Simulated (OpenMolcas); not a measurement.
**Ag⁵⁺: the spin-orbit constant, worked from levels**

| Item | Value |
| --- | --- |
| Program | OpenMolcas 26.06 |
| Basis | ANO-RCC-VTZP [7s6p4d2f1g] |
| Scalar Hamiltonian | DKH2, point nucleus |
| Active space | 6 electrons in 10 orbitals (4d 5d) |
| State averaging | 2S+1 = 5 even, 5 roots; 2S+1 = 3 even, 45 roots; 2S+1 = 1 even, 49 roots |
| Spin-orbit coupling | state interaction with AMFI integrals over the reference wave functions, term energies averaged over their components |

Methods: CASSCF; MS-CASPT2, IPEA 0.25 Eh, imaginary shift 0.1 Eh (closed shells correlated: 4s 4p). Measured levels: the list in Gamrath, thesis, University of Mons (2023).

**The spin-orbit constant.** For the Hund term ⁵D of d6, E(J) = (A/2) J(J+1) + constant and ζ = -2S·A = -4A. From J = 0 to J = 4 the energy changes by 10 A.

```json
{"Source": "CASSCF", "E(4) - E(0)": "-5136.7", "A": "-513.7", "ζ": "2055"}
{"Source": "MS-CASPT2", "E(4) - E(0)": "-5094.1", "A": "-509.4", "ζ": "2038"}
{"Source": "measured", "E(4) - E(0)": "-5380.0", "A": "-538.0", "ζ": "2152"}
```

All in cm-1. MS-CASPT2 is off by -5.3 % and CASSCF by -4.5 %. Both methods take the spin-orbit matrix elements from the reference wave functions, so the second can move ζ only through the term energies and any multistate remixing. Second-order mixing with other terms is absorbed into this ζ.

Active for correlation alone: 5d; no level in the range computed is led by a configuration that fills it, so any true level of that kind is missing. Without dynamic correlation excited terms often stand tens of per cent too high (terms of higher spin than the ground term too low), and those without a measured partner can miss by more than the paired ones (holds for CASSCF). Measured partners are found by configuration, term and J. A level has none where our copy of the source lacks it or the pairing is in doubt (some pairs that miss far off the trend of their configuration count as doubtful), and it then counts in no deviation. Levels of configurations outside the active space are missing.
